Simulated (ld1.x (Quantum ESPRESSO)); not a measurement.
**Scattering properties, TM potential for K (Z = 19)**

| Quantity | Value |
| --- | --- |
| Element | K (Z = 19) |
| Generator | ld1.x (Quantum ESPRESSO) 7.5 |
| Type | norm-conserving Troullier–Martins (Kleinman–Bylander form) |
| Functional | PBE |
| Relativity | scalar-relativistic |
| Frozen core | [Ar] |
| Valence charge | 1 |
| Reference configuration | 3d0 4s0 4p1 |
| Partial waves | 4s (bound, empty): rc 4.20 bohr; 4p (bound): rc 3.00 bohr; 3d (bound, empty): rc 4.20 bohr; 4f channel at 0.5 Ry: rc 4.40 bohr |
| Local potential | all-electron potential smoothed inside 2.60 bohr (lloc = -2) |
| Core correction | a·sin(br)/r model core inside 2.75 bohr |

The phase is arctan(r·u′/u) with u = r·R(r), unwrapped; energies in Ry, scanned from -2 to 5 Ry. A pole is an energy at which the radial function vanishes at the test radius. The pseudo phase is shifted by a multiple of π to meet the all-electron one at the reference energy, and phase errors are pseudo minus all-electron; the curves can meet again beyond the range given. Levels narrower than the energy grid can be missing from the lists of poles. n/a: not evaluated, since a narrow level or a reset projector energy made the automatic matching unsafe.

```csv
channel,radius (bohr),reference energy (Ry),"poles, all-electron","poles, pseudo",unbroken range about the reference energy with phases within 0.05 rad,phase error 1 Ry above the reference energy (rad)
s,4.77,-0.22,"0.21, 2.52","0.19, 0.87, 2.88",below 0.4,-2.726
p,4.77,-0.10,"0.61, 2.99","0.47, 1.52",n/a,n/a
d,4.77,-0.03,"0.15, 1.41, 3.73","0.16, 1.85",below 0.3,+0.247
f,4.77,0.50,"1.44, 3.53","1.44, 3.66",below 2.3,+0.000
```

Phases in the f channel:

```tsv
E (Ry)	all-electron	pseudo
-2.00	1.433	1.433
-1.52	1.416	1.416
-1.04	1.392	1.392
-0.56	1.351	1.351
-0.08	1.267	1.267
0.40	0.944	0.944
0.88	-1.117	-1.117
1.36	-1.542	-1.542
1.84	-1.716	-1.715
2.32	-2.667	-2.564
2.80	-4.528	-4.507
3.28	-4.672	-4.658
3.76	-4.745	-4.725
4.24	-4.833	-4.785
4.72	-5.243	-4.890
```
